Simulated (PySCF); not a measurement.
## Static response to an electric field

C₂H₁₂Si₄.
Geometry (GFN2-xTB, Å), atoms numbered from 1 in this order:
```
atom  x, y, z in Å
Si1   -2.9654   -0.3381    0.2481
C2    -1.3687   -0.5578   -0.7539
Si3    0.0173    0.7090   -0.4190
C4     0.7117    0.5067    1.3751
Si5    2.5133   -0.1302    1.0889
Si6    2.1474    0.1240   -1.2069
H7    -3.9184   -1.3983   -0.1002
H8    -2.6788   -0.4192    1.6824
H9    -3.5634    0.9630   -0.0607
H10   -1.6165   -0.5301   -1.8153
H11   -0.9721   -1.5564   -0.5654
H12   -0.5526    2.0518   -0.6411
H13    0.1164   -0.1711    1.9858
H14    0.7079    1.4546    1.9118
H15    2.6877   -1.4786    1.6466
H16    3.4982    0.7027    1.7916
H17    2.2833   -1.0648   -2.0623
H18    2.9437    1.1390   -1.9115
```

Level: wB97X-D/def2-SVPD (PySCF), static field, nuclei fixed, core orbitals frozen in the response. The polarisability tensor in these axes (au):

```
x   164.44  -0.29   0.50
y    -0.29 111.89  -1.48
z     0.50  -1.48 131.56
```

Diagonalise the tensor; give its mean and Δα, where Δα² is half the sum of the squared differences of the eigenvalues.

Principal values 111.78, 131.66 and 164.45 au; mean 135.97 au = 20.15 Å³ = 22.42 × 10⁻⁴⁰ C²·m²/J; Δα = 46.07 au (34 % of the mean).

What is the dipole moment, and where does it point?

(-0.27, -0.21, -0.19) D, 0.39 D in size, pointing from the negative to the positive side. Measured along this direction, the outermost atoms are H16 at the negative end and H7 at the positive end.

Give the eigenvalues of the traceless quadrupole moment Θ = ½Σq(3rr − r²1), origin at the centre of nuclear charge.

-3.85, 0.80, 3.04 D·Å. The values depend on the origin, since the dipole doesn't vanish. The electronic extent ⟨r²⟩ about the same centre is 1846 bohr², a root-mean-square distance of 2.54 Å for the 80 electrons.

Find the Langevin capture rate constant for O2+ (31.990 u) meeting this molecule (148.002 u), k = 2.342 × 10⁻⁹ cm³/s × √(α in Å³ / reduced mass in u).

The reduced mass is 26.30 u, so k = 2.05 × 10⁻⁹ cm³/s. The formula leaves out the permanent dipole, which adds to the capture rate.

Along which axes do the principal values lie, and how far do the nuclei extend along each?

Largest value along (1.00, -0.01, 0.02), where the nuclei span 7.43 Å; middle along (-0.02, -0.07, 1.00), 4.03 Å; least along (0.00, 1.00, 0.07), 3.59 Å. The response follows the extents in order.

Molar refractivity from α?

Lorentz–Lorenz: R = (4π/3)N_A α = 2.5225 cm³/(mol·Å³) × 20.15 Å³ = 50.8 cm³/mol, in the limit of long wavelengths.

How large is μ²/3kT at 500 K beside α?

In Gaussian units μ²/3kT = 0.73 Å³ against 20.15 Å³, a ratio of 0.04; the Debye molar polarisation (4π/3)N_A(α + μ²/3kT) is 52.7 cm³/mol, leaving out the vibrational part.

One conformer (not necessarily the lowest) at the GFN2-xTB geometry, without solvent, vibrations or thermal averaging.
